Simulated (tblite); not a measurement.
Compound: C₆H₁₄P₂.
SMILES with atom numbers: `[CH3:1]/[CH:2]=[CH:3]/[P:4]([CH3:5])[CH2:6][CH2:7][PH2:8]` (hydrogens: H9, H10, H11 on C1; H12 on C2; H13 on C3; H14, H15, H16 on C5; H17, H18 on C6; H19, H20 on C7; H21, H22 on P8)

Computed with GFN2-xTB (tblite), gas phase: L-BFGS steps from a force-field or distance-geometry start until the largest atomic force falls under 0.01 eV/Å.

Step 64: E = -679.5978 eV
```
atom  x, y, z in Å  |  force x, y, z in eV/Å
C1     -2.8345   -1.4866   -0.9752   -0.057  -0.020  -0.008
C2     -2.0896   -0.4813   -0.1688    0.071  -0.140   0.109
C3     -0.7798   -0.2885   -0.2612   -0.022   0.107   0.029
P4      0.0604    0.8785    0.8634   -0.027  -0.101  -0.065
C5     -0.5881    2.4379    0.0833    0.024   0.013   0.011
C6      1.7803    0.9440    0.1462    0.051   0.046  -0.031
C7      2.2987   -0.4692   -0.0307    0.076   0.007  -0.038
P8      1.6757   -1.5091    1.3728    0.015  -0.195  -0.142
H9     -3.5860   -1.0026   -1.5956   -0.037   0.041  -0.076
H10    -3.3615   -2.1762   -0.3142    0.063  -0.010  -0.028
H11    -2.1494   -2.0453   -1.6094   -0.077  -0.033  -0.019
H12    -2.6791    0.0714    0.5534    0.060   0.033  -0.033
H13    -0.2037   -0.8721   -0.9736   -0.026   0.087   0.131
H14     0.1096    3.2520    0.2802   -0.091  -0.015   0.002
H15    -1.5580    2.6849    0.5155    0.081  -0.014  -0.052
H16    -0.6982    2.2809   -0.9918    0.026   0.131   0.092
H17     2.3918    1.4570    0.8985   -0.052   0.055  -0.027
H18     1.8442    1.5204   -0.7805   -0.110  -0.007  -0.037
H19     3.3891   -0.5013   -0.0942    0.046   0.004   0.029
H20     1.9025   -0.8979   -0.9565    0.054  -0.059   0.031
H21     2.4151   -2.6294    0.9611   -0.067   0.005   0.178
H22     2.6503   -1.1480    2.3058   -0.002   0.065  -0.055
```

Step 65: E = -679.6046 eV
```
atom  x, y, z in Å  |  force x, y, z in eV/Å
C1     -2.8398   -1.4875   -0.9805   -0.039   0.003  -0.012
C2     -2.0857   -0.4844   -0.1765   -0.020  -0.191   0.105
C3     -0.7773   -0.2849   -0.2706   -0.060   0.031   0.038
P4      0.0601    0.8730    0.8596    0.028  -0.001  -0.034
C5     -0.5866    2.4432    0.0911    0.122  -0.147   0.109
C6      1.7789    0.9406    0.1411    0.087   0.036  -0.087
C7      2.2974   -0.4743   -0.0316    0.113   0.012  -0.046
P8      1.6759   -1.5079    1.3764   -0.099  -0.139  -0.153
H9     -3.5990   -1.0045   -1.5907   -0.053   0.097  -0.079
H10    -3.3646   -2.1784   -0.3188    0.102  -0.019  -0.018
H11    -2.1676   -2.0418   -1.6312   -0.034  -0.057   0.009
H12    -2.6755    0.0580    0.5529    0.060   0.078  -0.038
H13    -0.1978   -0.8755   -0.9716   -0.002   0.087   0.059
H14     0.1118    3.2517    0.2866    0.009   0.060   0.012
H15    -1.5437    2.6883    0.5378   -0.106   0.028  -0.002
H16    -0.7074    2.2883   -0.9781    0.004   0.125  -0.052
H17     2.3968    1.4646    0.8812   -0.084   0.007   0.007
H18     1.8442    1.5102   -0.7898   -0.147  -0.008  -0.057
H19     3.3869   -0.5065   -0.0870    0.111   0.022   0.042
H20     1.9195   -0.9062   -0.9637   -0.011  -0.048   0.060
H21     2.4229   -2.6256    0.9871   -0.014  -0.044   0.144
H22     2.6405   -1.1208    2.3044    0.035   0.066  -0.007
```

Step 66: E = -679.6113 eV
```
atom  x, y, z in Å  |  force x, y, z in eV/Å
C1     -2.8511   -1.4848   -0.9959   -0.082   0.018  -0.086
C2     -2.0800   -0.4908   -0.1931   -0.107  -0.183   0.054
C3     -0.7729   -0.2864   -0.2965   -0.101  -0.058   0.059
P4      0.0667    0.8490    0.8487    0.038   0.169  -0.027
C5     -0.5848    2.4401    0.1148   -0.001  -0.113   0.118
C6      1.7816    0.9350    0.1235    0.077  -0.020  -0.117
C7      2.3029   -0.4822   -0.0339    0.124  -0.009  -0.033
P8      1.6748   -1.4962    1.3876   -0.059  -0.066  -0.106
H9     -3.6365   -0.9998   -1.5812    0.085   0.052   0.039
H10    -3.3542   -2.1868   -0.3254    0.143   0.007  -0.086
H11    -2.1955   -2.0259   -1.6790   -0.084  -0.017   0.100
H12    -2.6614    0.0478    0.5458    0.050   0.084  -0.039
H13    -0.1956   -0.8793   -0.9947    0.032   0.075  -0.005
H14     0.1423    3.2338    0.2905   -0.100  -0.043  -0.050
H15    -1.5221    2.7066    0.6092    0.118  -0.045  -0.141
H16    -0.7556    2.2877   -0.9546    0.041   0.195   0.174
H17     2.4005    1.4757    0.8512   -0.104  -0.033   0.019
H18     1.8393    1.4927   -0.8148   -0.165  -0.014  -0.067
H19     3.3914   -0.5168   -0.0846    0.151   0.034   0.059
H20     1.9347   -0.9278   -0.9642   -0.043  -0.025   0.082
H21     2.4486   -2.6116    1.0511    0.011  -0.049   0.112
H22     2.6164   -1.0606    2.3237   -0.027   0.039  -0.057
```

Step 67: E = -679.6210 eV
```
atom  x, y, z in Å  |  force x, y, z in eV/Å
C1     -2.8535   -1.4848   -0.9989   -0.066   0.013  -0.036
C2     -2.0800   -0.4982   -0.1883   -0.125  -0.101   0.004
C3     -0.7751   -0.2831   -0.2941   -0.095  -0.121   0.056
P4      0.0664    0.8493    0.8494    0.093   0.184   0.003
C5     -0.5822    2.4404    0.1174    0.041  -0.082   0.100
C6      1.7822    0.9356    0.1210    0.019  -0.067  -0.123
C7      2.3054   -0.4826   -0.0357    0.109  -0.016  -0.011
P8      1.6715   -1.5002    1.3825   -0.043  -0.055  -0.121
H9     -3.6374   -0.9964   -1.5836    0.089   0.053   0.068
H10    -3.3534   -2.1900   -0.3303    0.104   0.004  -0.085
H11    -2.2017   -2.0259   -1.6837   -0.039  -0.020   0.075
H12    -2.6589    0.0452    0.5483    0.010   0.069  -0.025
H13    -0.1941   -0.8786   -0.9846    0.057   0.055  -0.062
H14     0.1399    3.2374    0.2934   -0.058  -0.036  -0.026
H15    -1.5181    2.7062    0.6075    0.019  -0.028  -0.078
H16    -0.7521    2.2964   -0.9512    0.037   0.153   0.103
H17     2.3990    1.4823    0.8461   -0.095  -0.049   0.002
H18     1.8317    1.4885   -0.8211   -0.147  -0.013  -0.048
H19     3.3942   -0.5155   -0.0830    0.143   0.027   0.060
H20     1.9393   -0.9299   -0.9658   -0.038  -0.008   0.062
H21     2.4562   -2.6150    1.0700   -0.009  -0.050   0.050
H22     2.6104   -1.0617    2.3131   -0.006   0.089   0.032
```

**Question.** Estimate the geometry and energy of step 68. (The exact step hangs on the optimiser's Hessian estimate; all steps are aligned on step 67, rigid shifts and turns removed.)

**Answer.** E = -679.6326 eV, largest force 0.176 eV/Å
```
atom  x, y, z in Å  |  force x, y, z in eV/Å
C1     -2.8622   -1.4852   -1.0089    0.006   0.010  -0.026
C2     -2.0807   -0.5144   -0.1868   -0.115   0.060  -0.063
C3     -0.7790   -0.2859   -0.2989   -0.014  -0.158   0.061
P4      0.0718    0.8429    0.8421    0.095   0.133   0.066
C5     -0.5764    2.4391    0.1320   -0.020   0.003   0.031
C6      1.7860    0.9330    0.1069   -0.053  -0.105  -0.092
C7      2.3143   -0.4859   -0.0379    0.070  -0.037   0.011
P8      1.6664   -1.5028    1.3772    0.045   0.118   0.010
H9     -3.6507   -0.9871   -1.5799    0.099   0.041   0.100
H10    -3.3480   -2.1971   -0.3420    0.004  -0.060  -0.053
H11    -2.2218   -2.0235   -1.7077   -0.015   0.022   0.088
H12    -2.6517    0.0387    0.5486   -0.044   0.027  -0.018
H13    -0.1917   -0.8830   -0.9812    0.062   0.041  -0.120
H14     0.1458    3.2349    0.3014    0.018  -0.012   0.014
H15    -1.5049    2.7127    0.6301   -0.015  -0.056  -0.032
H16    -0.7620    2.3167   -0.9357    0.039   0.089   0.057
H17     2.3972    1.4936    0.8278   -0.094  -0.077  -0.047
H18     1.8202    1.4750   -0.8423   -0.107  -0.013  -0.030
H19     3.4038   -0.5172   -0.0763    0.116   0.016   0.046
H20     1.9484   -0.9402   -0.9639   -0.003   0.004   0.014
H21     2.4720   -2.6096    1.1108    0.033  -0.111  -0.030
H22     2.5929   -1.0355    2.3130   -0.106   0.063   0.012
```

The energy changes by -0.0116 eV. The first-order estimate −F·Δx gives -0.0179 eV and the mean of the old and new forces, exact on a quadratic surface, -0.0116 eV. The step makes an angle of 72° with the force vector and moves no atom by more than 0.044 Å.
